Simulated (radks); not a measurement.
Values are calculated unless marked as measured or tabulated.
Neutral silicon inside a hard spherical wall (all orbitals vanish at R), configuration held at [Ne] 3s2 3p2 and not refilled when levels cross. Level of theory: scalar-relativistic Kohn-Sham, PBEsol, spin-polarised, spherical densities, finite nucleus; open shells are filled with parallel spins first; Fermi nuclear charge, rms radius 3.1224 fm (a radial shooting solver on a logarithmic mesh with Libxc functionals). Eigenvalues in eV for spin up, with the zero of energy where the potential of the charges vanishes at infinity; a dash marks a level that is unbound or too diffuse for the functional's potential to be trusted. A positive occupied level is held by the wall or, in an anion where self-interaction has pushed it up, behind a barrier. The pressure on the wall is -dE/dV.

R (bohr)	E (hartree)	kinetic (hartree)	e(2s)	e(2p)	e(3s)	e(3p)	e(4s, empty)	e(4p, empty)	pressure (GPa)
free	-289.32725	289.982	-138.95	-95.270	-11.327	-4.586	-	-	0
12	-289.32722	289.982	-138.94	-95.266	-11.323	-4.583	-0.096	1.142	0.000466
8	-289.32477	290.002	-138.75	-95.076	-11.194	-4.442	1.735	4.239	0.105
7	-289.31933	290.038	-138.46	-94.788	-11.007	-4.222	3.301	6.488	0.444
6	-289.30118	290.142	-137.76	-94.080	-10.559	-3.667	6.374	10.514	2.06
4	-288.99286	291.444	-131.81	-88.107	-6.299	1.771	28.547	35.655	66.2
1.5	-269.53181	338.103	-65.399	-19.176	149.88	160.01	489.39	465.74	47100
